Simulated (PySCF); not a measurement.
TaOF2, SMILES [O]=[Ta+]([F])[F], charge +1, multiplicity 1. Atoms are numbered in the order given.

```xyz
4

Ta    -0.1840    -0.0359     0.0000
O      0.6146    -1.5196     0.0000
F      0.4729     0.8211     1.4659
F      0.4729     0.8211    -1.4659
```
Charge +1, spin multiplicity 1.

Coordinates come from a r2SCAN-D4/def2-TZVP optimisation. The spin state was assumed, not searched. The isomer is the one that the SMILES or the coordinates give; other isomers of the formula were not compared. The def2 effective core potentials stand for the cores of Ta; spin–orbit coupling is left out.

Level of theory: PySCF with M06-2X/def2-TZVPD.

Mulliken values depend strongly on the basis, most of all with diffuse functions as here. ESP charges are fitted to the potential on shells at 1.4 to 2.0 van der Waals radii. Atomic charges (e):

| atom | ESP fit | Mulliken |
|---|---|---|
| Ta1 | 2.28 | 2.01 |
| O2 | -0.51 | -0.36 |
| F3 | -0.38 | -0.32 |
| F4 | -0.38 | -0.32 |
